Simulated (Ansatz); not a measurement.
Calculated with Ansatz (gas phase, PBE0-D4/def2-TZVP geometries, no zero-point term in ΔE). CBS: MP2 limit from def2 TZ/QZ plus the TZ coupled-cluster correction, frozen cores. This one scheme is used for every species. DFT in def2-TZVPP. B3LYP here is the variant with VWN-RPA as its local correlation; programs differ in this. def2 core potentials past Kr. For Zr outer-core shells are correlated without core-valence functions, which leaves a few kJ/mol of doubt a bond. Each species was taken in one conformer, which may not be the lowest.

Consider the redistribution: `S[Si]S` + `[OH][Zr]([OH])([F])[SH]` → `F[Si]S` + `[OH][Zr]([OH])([SH])[SH]`.

`S[Si]S`:

```xyz
5

S    -0.739   -0.371   -1.021
Si   -0.116   -0.670    1.004
S     1.271    0.960    1.140
H    -1.591   -1.411   -1.030
H     1.175    1.491   -0.094
```

`[OH][Zr]([OH])([F])[SH]`:

Cartesian coordinates in Å:
```
O 1.517 -1.163 0.502
Zr 0.023 -0.266 -0.263
O 0.313 1.587 -0.611
F -0.474 -1.096 -1.911
S -1.795 -0.491 1.389
H 2.355 -1.477 0.830
H 0.613 2.488 -0.681
H -2.552 0.418 0.746
```

`F[Si]S`:

```xyz
4

F     0.884    0.671    1.112
Si   -0.332   -0.392    1.161
S    -0.753   -0.573   -0.944
H     0.202    0.294   -1.329
```

`[OH][Zr]([OH])([SH])[SH]`:

Cartesian coordinates in Å:
```
O 1.154 1.627 0.033
Zr 0.104 0.044 0.123
O 0.288 -1.009 1.696
S -2.207 0.841 -0.150
S 0.664 -1.505 -1.705
H 1.802 2.324 0.090
H 0.413 -1.371 2.569
H -2.696 -0.407 -0.026
H 0.477 -0.544 -2.630
```

```json
{"level": "PBE-D4", "ΔE (kJ/mol)": "32.9", "difference from CCSD(T)/CBS": "13.1"}
{"level": "r2SCAN-D4", "ΔE (kJ/mol)": "29.0", "difference from CCSD(T)/CBS": "9.2"}
{"level": "B3LYP-D4", "ΔE (kJ/mol)": "23.7", "difference from CCSD(T)/CBS": "3.9"}
{"level": "PBE0", "ΔE (kJ/mol)": "29.4", "difference from CCSD(T)/CBS": "9.6"}
{"level": "CCSD/def2-TZVPP", "ΔE (kJ/mol)": "16.6", "difference from CCSD(T)/CBS": "-3.2"}
{"level": "HF/def2-QZVPP", "ΔE (kJ/mol)": "15.5", "difference from CCSD(T)/CBS": "-4.3"}
{"level": "MP2/def2-QZVPP", "ΔE (kJ/mol)": "17.8", "difference from CCSD(T)/CBS": "-2.0"}
{"level": "SCS-MP2/def2-QZVPP", "ΔE (kJ/mol)": "18.0", "difference from CCSD(T)/CBS": "-1.8"}
{"level": "MP2/CBS(def2)", "ΔE (kJ/mol)": "19.5", "difference from CCSD(T)/CBS": "-0.3"}
{"level": "CCSD/CBS(def2)", "ΔE (kJ/mol)": "19.8", "difference from CCSD(T)/CBS": "0.0"}
{"level": "CCSD(T)/CBS", "ΔE (kJ/mol)": "19.8", "difference from CCSD(T)/CBS": "0"}
```

Largest T1 diagnostic among the species: 0.017.

From PBE to PBE0 (25 % exact exchange), in def2-TZVPP and without D4, ΔE moves by −3.5 kJ/mol.
